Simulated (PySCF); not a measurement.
Molecule: isopropyl acetate (SMILES CC(=O)OC(C)C).

Structure with atom numbers: `[CH3:1][C:2](=[O:3])[O:4][CH:5]([CH3:6])[CH3:7]` (H(Xn): hydrogen on atom n).

Geometry PBE0-D3(BJ)/def2-SVP throughout; GIAO in PySCF 2.14, gas phase, one conformer, non-relativistic; equivalent atoms averaged; basis pcSseg-1.

Problem. How do the absolute shieldings σ depend on the functional? (ppm; last column core-seconds on shared hosts with different chips, so compare them loosely)

Solution. 
```
functional                    kind    C2     C5     C1  C6/C7      O3     O4  H(C5)  H(C1)  H(C6)/H(C7)  core-s
        HF            Hartree–Fock  12.7  130.9  168.2  168.6  -100.9  140.4  27.31  29.67        30.46     8.1
       PBE                     GGA  10.5  111.1  158.1  157.4  -111.6   76.8  26.36  29.26        30.04      26
       KT3                     GGA  21.9  115.3  161.2  160.0   -86.6   90.4  26.53  29.40        30.16      27
     B3LYP           global hybrid   4.7  110.9  156.5  156.2  -119.2   87.5  26.67  29.42        30.20      20
      PBE0           global hybrid  10.8  117.8  161.9  161.9  -114.3   94.0  26.58  29.31        30.10      40
      WP04           global hybrid  -3.3  101.0  148.3  149.3  -115.9   83.5  26.93  29.59        30.37      17
 BHandHLYP           global hybrid   6.1  118.5  161.1  161.2  -117.7  107.7  26.87  29.46        30.24      19
   wB97X-D  range-separated hybrid   9.6  118.1  161.1  161.7  -111.1   99.6  26.75  29.42        30.20      44
```

Problem. Which nucleus moves most, in ppm?

Solution. O4 (ester alkoxy oxygen): from 76.8 ppm with PBE to 140.4 ppm with HF. The smallest spread is 0.41 ppm, at H(C1). Proton shifts span only some 12 ppm, so a few tenths of a ppm matter as much there as several ppm in carbon.
